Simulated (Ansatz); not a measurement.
Spin states of H2HfO2 (SMILES [OH][Hf][OH]), each relaxed at B3LYP-D3(BJ)/def2-TZVP; lowest solutions found, singlets restricted, no spin–orbit coupling, no relativity up to Kr.
Multiplicity 1 (charge 0, multiplicity 1):
```xyz
5

Hf    -0.05158     0.72686     0.08126
O      1.38164     0.36584    -1.13811
H      1.96679    -0.17284    -1.66784
O     -1.41827    -0.08691     1.14953
H     -1.93244    -0.80320     1.51795
```
Multiplicity 3 (charge 0, multiplicity 3):
```xyz
5

Hf    -0.0360     0.4711     0.0500
O      1.4556     0.3260    -1.2004
H      2.1429     0.0379    -1.7962
O     -1.4860    -0.1506     1.1991
H     -2.1303    -0.6546     1.6902
```

Codes used: Ansatz (Gaussian basis) for Hartree–Fock, density functionals and correlated methods. Each number belongs to the level named beside it. In def2 rows elements past Kr take small-core potentials, without spin–orbit coupling.

The energy of multiplicity 3 less that of multiplicity 1 (kcal/mol) and the share of exact exchange:

```json
[
 {"functional": "PBE/def2-TZVPP", "exact exchange (%)": "0", "value": "13.81"},
 {"functional": "PBE0/def2-TZVPP", "exact exchange (%)": "25", "value": "10.94"},
 {"functional": "BLYP/def2-TZVPP", "exact exchange (%)": "0", "value": "16.68"},
 {"functional": "B3LYP/def2-TZVPP", "exact exchange (%)": "20", "value": "14.86"},
 {"functional": "BHLYP/def2-TZVPP", "exact exchange (%)": "50", "value": "12.30"},
 {"functional": "r2SCAN/def2-TZVPP", "exact exchange (%)": "0", "value": "3.46"},
 {"functional": "r2SCANh/def2-TZVPP", "exact exchange (%)": "10", "value": "3.65"}
]
```

Task: Take the value as linear in the share of exact exchange along PBE and PBE0. Give the slope, say whether the sign turns, and set the other functionals against that line.

Result: 
Slope: (10.94 − (13.81))/2.5 = -1.15 kcal/mol for each 10 %. The line keeps its sign from 0 to 100 %. At 50 % it gives 8.1 kcal/mol. The LYP pair gives (12.30 − (16.68))/5 = -0.88 for each 10 %. BHLYP, at 50 %, lies 4.2 from the PBE line. B3LYP, at 20 %, lies 3.4 from the PBE line. r2SCAN, with none, stands -10.4 from PBE. The r2SCAN pair gives 0.20 for 10 %.

Ansatz is an electronic-structure program.
